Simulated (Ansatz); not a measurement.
Gas-phase electronic energies from Ansatz, PBE0-D4/def2-TZVP geometries. CCSD(T)/CBS adds triple-zeta CCSD(T) − MP2 to the extrapolated MP2 energy (def2 sets, frozen cores). This one scheme is used for every species. DFT in def2-TZVPP.

Consider the hydrogenolysis of the Si–C bond: `C[SiH]1CO[SiH2]1` + H₂ → `C1O[SiH2][SiH2]1` + CH₄.

`C[SiH]1CO[SiH2]1`:

```xyz
13

C     0.100   -0.003    2.027
Si   -0.404    0.552    0.312
C     1.005    0.615   -1.001
O     0.556   -0.382   -1.948
Si   -0.900   -0.973   -1.371
H    -0.780   -0.203    2.643
H     0.689    0.771    2.527
H     0.697   -0.915    1.980
H    -1.198    1.812    0.395
H     1.989    0.332   -0.614
H     1.110    1.579   -1.509
H    -2.019   -0.743   -2.328
H    -0.844   -2.442   -1.113
```

H₂:

Z-matrix (Å, degrees):
```
H
H 1 0.746
```

`C1O[SiH2][SiH2]1`:

```xyz
10

C    -0.956   -0.112    0.790
O    -1.281    0.178   -0.588
Si    0.168    0.275   -1.420
Si    0.968   -0.188    0.712
H    -1.347    0.683    1.433
H    -1.430   -1.052    1.088
H     0.377    1.614   -2.037
H     0.266   -0.738   -2.507
H     1.561   -1.515    1.028
H     1.675    0.856    1.501
```

CH₄:

Z-matrix (Å, degrees):
```
C
H 1 1.090
H 1 1.090 2 109.5
H 1 1.090 2 109.5 3 -120.0
H 1 1.090 2 109.5 3 120.0
```

Is it downhill or uphill in electronic energy at CCSD(T)/CBS, and by how much? (Estimate.)

Computed: Downhill: ΔE = -25.5 kJ/mol.

What do these levels give: PBE-D4, PBE0-D4, ωB97X-V, ωB97M-V, CCSD/def2-TZVPP, CCSD(T)/def2-TZVPP? (Best estimate.)

Ansatz gave: PBE-D4 -23.2, PBE0-D4 -25.8, ωB97X-V -27.8, ωB97M-V -25.7, CCSD/def2-TZVPP -31.9, CCSD(T)/def2-TZVPP -27.9 kJ/mol.

Largest T1 diagnostic among the species: 0.013.

The D4 term adds +8.9 kJ/mol with B3LYP and +5.1 kJ/mol with PBE0; it sums over pairs of atoms, weighted by their polarisabilities, and B3LYP, whose exchange is more repulsive, gets the larger term. In def2-TZVPP, CCSD(T) changes the Hartree–Fock value by +21.1 kJ/mol (the triples alone add +4.0 kJ/mol) and MP2 by +26.6 kJ/mol.

B3LYP here is the variant with VWN-RPA as its local correlation; programs differ in this.
